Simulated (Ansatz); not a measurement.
F2H4OSiSn, SMILES `[F][SnH]([F])[O][SiH3]`, relaxed with RKS PBE-D4/def2-SVP in the Gaussian-basis code of Ansatz from a rough embedded geometry. The force threshold is 0.03 eV/Å; the program also tests the step.

Total charge 0; spin multiplicity 1. Sn takes the def2 core potential.

Start:

```xyz
9

F    -0.711    0.381    3.200
Sn   -0.071   -0.239    1.400
F    -0.682   -2.054    1.074
O    -0.802    0.885    0.039
Si   -0.044    0.425   -1.464
H     1.687   -0.207    1.362
H    -0.345   -0.998   -1.716
H    -0.508    1.213   -2.561
H     1.477    0.594   -1.334
```

```
step  energy (eV)  largest force (eV/Å)  largest move (Å)
   1  -21236.7570                 2.707             0.000
   2  -21237.0802                 1.039             0.195
   3  -21237.1639                 0.439             0.200
   4  -21237.1972                 0.211             0.106
   5  -21237.2125                 0.182             0.139
   6  -21237.2225                 0.060             0.085
   7  -21237.2233                 0.010             0.031
   8  -21237.2244                 0.127             0.108
   9  -21237.2255                 0.099             0.027
  10  -21237.2279                 0.165             0.148
  11  -21237.2307                 0.135             0.032
  12  -21237.2369                 0.114             0.142
  13  -21237.2401                 0.234             0.195
  14  -21237.2496                 0.141             0.046
  15  -21237.2670                 0.046             0.185
  16  -21237.2699                 0.250             0.196
  17  -21237.2780                 0.103             0.030
  18  -21237.2825                 0.044             0.088
  19  -21237.2839                 0.084             0.119
  20  -21237.2850                 0.027             0.017
```

End:

```xyz
9

F    -1.537   -0.080    2.378
Sn    0.257   -0.215    1.637
F     0.399   -2.062    1.034
O     0.299    0.857   -0.021
Si   -0.124    0.403   -1.596
H     1.445    0.230    2.784
H    -1.392   -0.410   -1.614
H    -0.327    1.676   -2.368
H     0.979   -0.399   -2.234
```

Run time 13 s (4 threads of a server CPU on a shared host); peak host memory 0.17 GiB.
